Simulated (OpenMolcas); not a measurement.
Hf3+ in a point-charge field

Hf3+ among 6 point charges of -0.8 e arranged as an octahedron (Oh), 2.12 Å from the ion.

* Program: OpenMolcas 26.06
* Method: CASSCF
* Basis: ANO-RCC-VTZP [8s7p5d3f2g1h]
* Scalar Hamiltonian: DKH2, point nucleus
* Active space: 1 electron in 5 orbitals (5d)
* State averaging: 2S+1 = 2 even, 5 roots
* Spin-orbit coupling: RASSI with atomic mean-field integrals over the reference wave functions

The lowest spin-free states (labels of O, the rotations of Oh), above the lowest:

```csv
State,Degeneracy,E (cm-1),Free-ion L (%)
2T2,3,0.0,D (100)
2E,2,8540,D (100)
```

The lowest levels with spin-orbit coupling:

```csv
E (cm-1),Degeneracy,Label,2S+1,g
0.0,4,Γ8,2,
3330,2,Γ7,2,2.00 2.00 2.00
10592,4,Γ8,2,
```

Powder χT (cm3 K/mol): 0.0868 at 2 K, 0.0879 at 10 K, 0.0933 at 50 K, 0.1 at 100 K, 0.114 at 200 K, 0.127 at 300 K. The effective moment at 300 K is 2.828 √(χT) = 1.01 μB.

The lowest level has 2S+1 = 2, for which the spin-only value is χT = S(S+1) / 2 = 0.375 cm3 K/mol (g = 2). The computed 0.127 at 300 K differs by -0.248, through orbital momentum, spin-orbit coupling and any other state in reach. With a threefold ground state the orbital momentum is unquenched, so the spin-only value is not expected to hold.

The gap between the two states is 10Dq = 8540 cm-1.

An orbital triplet at a regular site is open to Jahn-Teller coupling, which can distort the site and quench the lowest spin-orbit gaps and is left out. This field is weak: 10Dq is about 8540 cm-1, while octahedral complexes of 5d ions of charge 3 and more, computed by the same method with explicit ligands, had a median near 35000 cm-1. Ground spin and moment need not be those of a real site. Point charges carry no covalency, so the field is a model and not that of real ligands. No measured value stands beside these numbers.
